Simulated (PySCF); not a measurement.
An unknown gives this computed stick spectrum. Theory: TDDFT CAM-B3LYP/def2-SVPD, vertical, gas phase, core orbitals frozen in the response (PySCF). Geometries: PBE0-D3(BJ)/def2-SVP, one conformer each.

```tsv
state	E (eV)	λ (nm)	f
S1	5.46	227.3	0.0017
S2	5.69	217.9	0.0039
S3	5.82	213.1	0.0013
S4	6.52	190.3	0.026
S5	6.63	187.1	0.0061
S6	7.00	177.2	0.010
S7	7.09	175.0	0.0055
S8	7.17	173.0	0.020
S9	7.25	171.1	0.024
S10	7.31	169.7	0.017
```

Problem. Which candidate is it?
A. `[SiH3]O[SiH](O[SiH3])O[SiH2]S`
B. `O=CO[SiH]1SCCS1`
C. `O=CC1SCCS1`

Solution. B. Its S1 lies at 5.46 eV; the nearest of the others has S1 at 6.25 eV. S1 is HOMO→LUMO (73%). Löwdin shares by element: HOMO sulfur 74%, carbon 7% or more, silicon 7%; LUMO sulfur 45%, silicon 12%, carbon 8% or more (atoms not listed hold the other 35%). At the same level the other candidates give, for their lowest levels:
- `O=CC1SCCS1`: 4.21 eV (f 0.005); 4.85 eV (f 0.010); 5.11 eV (f 0.002); 5.15 eV (f 0.003); 5.81 eV (f 0.031); HOMO -8.10, LUMO -0.10 eV
- `[SiH3]O[SiH](O[SiH3])O[SiH2]S`: 6.25 eV (f 0.013); 6.89 eV (f 0.048); 7.32 eV (f 0.019); 7.69 eV (f 0.009); 7.72 eV (f 0.017); T1 5.80 eV; HOMO -9.18, LUMO 0.55 eV
Triplets come from the Tamm–Dancoff approximation.
